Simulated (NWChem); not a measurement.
System: C$_{3}$H$_{6}$Si; SMILES CC#C[SiH3]

Input file for NWChem:

```
start job
memory heap 200 mb stack 900 mb global 1100 mb
geometry units angstroms noautoz
  C      2.649785    -0.142153    -0.343984
  C      1.212838    -0.065170    -0.157261
  C      0.005238    -0.001089    -0.001690
  Si    -1.803395     0.096612     0.233986
  H      3.150563     0.745355     0.073648
  H      2.905313    -0.203114    -1.413497
  H      3.065563    -1.031661     0.154736
  H     -2.497517    -0.824684    -0.714395
  H     -2.278171     1.490304    -0.015212
  H     -2.159189    -0.292867     1.630956
end
basis spherical
  C library pcseg-1
  Si library pcseg-1
  H library pcseg-1
end
dft
  xc xpbe96 cpbe96
  iterations 150
  mulliken
end
task dft energy
```

Excerpt of the output:

```
             Northwest Computational Chemistry Package (NWChem) 7.3.0
             --------------------------------------------------------

 C1  symmetry detected

                             Geometry "geometry" -> ""
                             -------------------------

 Output coordinates in angstroms (scale by  1.889725989 to convert to a.u.)

  No.       Tag          Charge          X              Y              Z
 ---- ---------------- ---------- -------------- -------------- --------------
    1 C                    6.0000     0.00001889    -2.67188086     0.00011335
    2 C                    6.0000    -0.00020600    -1.22080937     0.00022632
    3 C                    6.0000     0.00021089    -0.00154535    -0.00101673
    4 Si                  14.0000    -0.00003170     1.82499251     0.00015463
    5 H                    1.0000     0.24122085    -3.06699962     0.99939726
    6 H                    1.0000     0.74542387    -3.06560931    -0.70856019
    7 H                    1.0000    -0.98587422    -3.06675751    -0.29127069
    8 H                    1.0000     0.14615937     2.34157502    -1.39332621
    9 H                    1.0000     1.13495084     2.33713108     0.82442279
   10 H                    1.0000    -1.28157960     2.33617860     0.57123449

 Effective nuclear repulsion energy (a.u.)     130.3340930694

  pbe96 is a nonlocal functional; adding pw91lda local functional.

                                 NWChem DFT Module
                                 -----------------

 Summary of "ao basis" -> "ao basis" (spherical)
 ------------------------------------------------------------------------------
       Tag                 Description            Shells   Functions and Types
 ---------------- ------------------------------  ------  ---------------------
 C                          pcseg-1                  6       14   3s2p1d
 Si                         pcseg-1                  8       18   4s3p1d
 H                          pcseg-1                  3        5   2s1p

            General Information
            -------------------
          SCF calculation type: DFT
          Wavefunction type:  closed shell.
          No. of atoms     :    10
          No. of electrons :    38
           Alpha electrons :    19
            Beta electrons :    19
          Charge           :     0
          Spin multiplicity:     1
          Use of symmetry is: off; symmetry adaption is: off
          Maximum number of iterations: 150
          AO basis - number of functions:    90
                     number of shells:    44
          Convergence on energy requested:  1.00D-06
          Convergence on density requested:  1.00D-05
          Convergence on gradient requested:  5.00D-04

              XC Information
              --------------
          PerdewBurkeErnzerhof Exchange Functional  1.000
            Perdew 1991 LDA Correlation Functional  1.000 local
           PerdewBurkeErnz. Correlation Functional  1.000 non-local

             Grid Information
             ----------------
          Grid used for XC integration:  medium
          Radial quadrature: Mura-Knowles
          Angular quadrature: Lebedev.
          Tag              B.-S. Rad. Rad. Pts. Rad. Cut. Ang. Pts.
          ---              ---------- --------- --------- ---------
          C                   0.70       49          13.0       434
          Si                  1.10       88          13.0       590
          H                   0.35       45          14.0       434
          Grid pruning is: on
          Number of quadrature shells:   505
          Spatial weights used:  Erf1

      Superposition of Atomic Density Guess
      -------------------------------------

 Sum of atomic energies:        -404.75168487

      Non-variational initial energy
      ------------------------------

 Total energy =    -406.806873
 1-e energy   =    -812.562437
 2-e energy   =     275.421472
 HOMO         =      -0.331026
 LUMO         =       0.018800

     ---------------------------------------------
      Total Density - Mulliken Population Analysis
     ---------------------------------------------

    Atom       Charge   Shell Charges
 -----------   ------   -------------------------------------------------------
    1 C    6     6.20   2.00  0.78  0.27  2.07  1.05  0.02
    2 C    6     5.96   2.00  0.82  0.44  1.88  0.78  0.04
    3 C    6     6.68   2.00  0.83  0.93  2.07  0.83  0.03
    4 Si  14    13.51   2.00  2.00  0.92  0.34  5.99  1.88  0.26  0.12
    5 H    1     0.80   0.68  0.10  0.02
    6 H    1     0.80   0.68  0.10  0.02
    7 H    1     0.80   0.68  0.10  0.02
    8 H    1     1.08   0.72  0.36  0.01
    9 H    1     1.08   0.72  0.36  0.01
   10 H    1     1.08   0.72  0.36  0.01

   convergence    iter        energy       DeltaE   RMS-Dens  Diis-err
 ---------------- ----- ----------------- --------- --------- ---------
 d= 0,ls=0.0,diis     1   -406.9683320886 -5.37D+02  1.24D-02  3.73D-01
 d= 0,ls=0.0,diis     2   -406.9636417673  4.69D-03  9.17D-03  3.48D-01
 d= 0,ls=0.0,diis     3   -406.9572610452  6.38D-03  5.07D-03  4.10D-01
 d= 0,ls=0.0,diis     4   -407.0081090388 -5.08D-02  1.58D-03  2.48D-02
 d= 0,ls=0.0,diis     5   -407.0116748030 -3.57D-03  4.11D-04  4.82D-04
  Resetting Diis
 d= 0,ls=0.0,diis     6   -407.0117397817 -6.50D-05  1.37D-04  4.07D-05
 d= 0,ls=0.0,diis     7   -407.0117471353 -7.35D-06  2.10D-05  4.10D-07
 d= 0,ls=0.0,diis     8   -407.0117468219  3.13D-07  1.36D-05  2.71D-06
 d= 0,ls=0.0,diis     9   -407.0117471908 -3.69D-07  3.75D-06  1.27D-07

         Total DFT energy =     -407.011747190768
      One electron energy =     -816.746452390138
           Coulomb energy =      318.406136497075
    Exchange-Corr. energy =      -39.005524367123
 Nuclear repulsion energy =      130.334093069418

 Numeric. integr. density =       37.999989888454

                       DFT Final Molecular Orbital Analysis
                       ------------------------------------

 Vector   17  Occ=2.000000D+00  E=-3.137864D-01
              MO Center=  1.4D-01,  1.9D+00, -3.8D-01, r^2= 2.7D+00
   Bfn.  Coefficient  Atom+Function         Bfn.  Coefficient  Atom+Function
  ----- ------------  ---------------      ----- ------------  ---------------
    52      0.441484   4 Si pz               76     -0.352011   8 H  s
    81      0.212463   9 H  s                77     -0.187375   8 H  s
    49     -0.176663   4 Si pz               86      0.140456  10 H  s
    34      0.139465   3 C  pz               82      0.113141   9 H  s
    87      0.074811  10 H  s                20      0.071264   2 C  pz

 Vector   18  Occ=2.000000D+00  E=-2.379492D-01
              MO Center=  4.8D-02, -4.6D-01, -1.7D-02, r^2= 2.9D+00
   Bfn.  Coefficient  Atom+Function         Bfn.  Coefficient  Atom+Function
  ----- ------------  ---------------      ----- ------------  ---------------
    34      0.402367   3 C  pz               20      0.389719   2 C  pz
    37      0.248226   3 C  pz               23      0.216695   2 C  pz
    61     -0.153216   5 H  s                76      0.144577   8 H  s
    77      0.124868   8 H  s                 6     -0.112717   1 C  pz
    81     -0.112383   9 H  s                82     -0.097038   9 H  s

 Vector   19  Occ=2.000000D+00  E=-2.379197D-01
              MO Center= -4.8D-02, -4.7D-01,  1.7D-02, r^2= 2.9D+00
   Bfn.  Coefficient  Atom+Function         Bfn.  Coefficient  Atom+Function
  ----- ------------  ---------------      ----- ------------  ---------------
    32      0.402384   3 C  px               18      0.389783   2 C  px
    35      0.248256   3 C  px               21      0.216750   2 C  px
    86      0.148346  10 H  s                71      0.135160   7 H  s
    66     -0.130280   6 H  s                87      0.128016  10 H  s
     4     -0.112741   1 C  px               81     -0.102118   9 H  s

 Vector   20  Occ=0.000000D+00  E=-2.409902D-02
              MO Center=  2.1D-02, -1.4D-01,  4.8D-02, r^2= 4.7D+00
   Bfn.  Coefficient  Atom+Function         Bfn.  Coefficient  Atom+Function
  ----- ------------  ---------------      ----- ------------  ---------------
    77     -0.605765   8 H  s                23      0.574007   2 C  pz
    55     -0.521889   4 Si pz               37     -0.459755   3 C  pz
    20      0.414469   2 C  pz               62     -0.392639   5 H  s
    82      0.391132   9 H  s                34     -0.286683   3 C  pz
    52     -0.274465   4 Si pz               67      0.253568   6 H  s

 Vector   21  Occ=0.000000D+00  E=-2.400033D-02
              MO Center= -2.1D-02, -1.4D-01, -5.0D-02, r^2= 4.7D+00
   Bfn.  Coefficient  Atom+Function         Bfn.  Coefficient  Atom+Function
  ----- ------------  ---------------      ----- ------------  ---------------
    21      0.574398   2 C  px               87     -0.576004  10 H  s
    53     -0.522058   4 Si px               82      0.474530   9 H  s
    35     -0.460364   3 C  px               18      0.414486   2 C  px
    72      0.373056   7 H  s                67     -0.309270   6 H  s
    32     -0.287038   3 C  px               50     -0.274031   4 Si px

 Vector   22  Occ=0.000000D+00  E= 9.870726D-03
              MO Center= -4.6D-04,  1.0D+00,  1.5D-03, r^2= 9.2D+00
   Bfn.  Coefficient  Atom+Function         Bfn.  Coefficient  Atom+Function
  ----- ------------  ---------------      ----- ------------  ---------------
    54      1.188896   4 Si py               31      0.810455   3 C  s
     3      0.740843   1 C  s                77     -0.424109   8 H  s
    82     -0.423536   9 H  s                87     -0.423088  10 H  s
    62     -0.369763   5 H  s                72     -0.368023   7 H  s
    67     -0.365945   6 H  s                51      0.326926   4 Si py

     ---------------------------------------------
      Total Density - Mulliken Population Analysis
     ---------------------------------------------

[...]
```

Level: PBE/pcseg-1. Structure relaxed at the PBE0/def2-SVP level.
